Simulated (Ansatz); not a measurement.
Ideal-gas functions of CH₅NOSi, SMILES `N[SiH2]C=O` at 800 K and 1 bar, from an Ansatz frequency run at PBE0-D4/def2-TZVP.

Molar mass 75.14 g/mol, point group C1 (symmetry number 1), electronic degeneracy 1, moments of inertia 46.948, 114.986, 156.048 u Å². Harmonic wavenumbers (cm⁻¹, unscaled): 106, 163, 176, 268, 411, 452, 614, 706, 769, 888, 915, 929, 989, 1390, 1559, 1772, 2181, 2203, 2840, 3609, 3727.

Use S(trans) = R[1.5 ln M + 2.5 ln T − 1.1517]; rotational temperatures θ = 24.2544 K / I; S(rot) = R[ln(√π/σ · √(T³/θAθBθC)) + 1.5]; for each mode x = 1.438777 ν̃/T, S = R[x/(eˣ − 1) − ln(1 − e⁻ˣ)] and H = RT x/(eˣ − 1); 1 cm⁻¹ = 0.0119627 kJ/mol; R = 8.31446 J/(mol·K).

Q: By hand: the entropy, in J/(mol·K).

A: Translation 183.2. Rotation: θ = 0.5166, 0.2109, 0.1554 K, giving 117.6. Vibration, mode by mode: 22.11, 18.55, 17.91, 14.46, 11.01, 10.26, 7.90, 6.87, 6.25, 5.25, 5.05, 4.95, 4.54, 2.57, 2.02, 1.49, 0.82, 0.80, 0.31, 0.09, 0.08, in all 143.3. Electronic 0.0. Sum 444.1 J/(mol·K).

Q: By hand: H − E and G − E in kJ/mol, counted from the electronic energy.

A: Zero-point energy ½ × 26667 × 0.0119627 = 159.5; thermal vibration 56.7; translation, rotation and pV give 4 RT = 26.6. H − E = 242.8 kJ/mol, and G − E = 242.8 − 800 × 444.1/1000 = -112.5 kJ/mol.

Vibration gives 32 % of the entropy, 22.1 J/(mol·K) of it from the mode under 150 cm⁻¹: soft modes count most, and the harmonic formula is weakest for them. The sum counts one conformer and one mirror image; others add a mixing term.
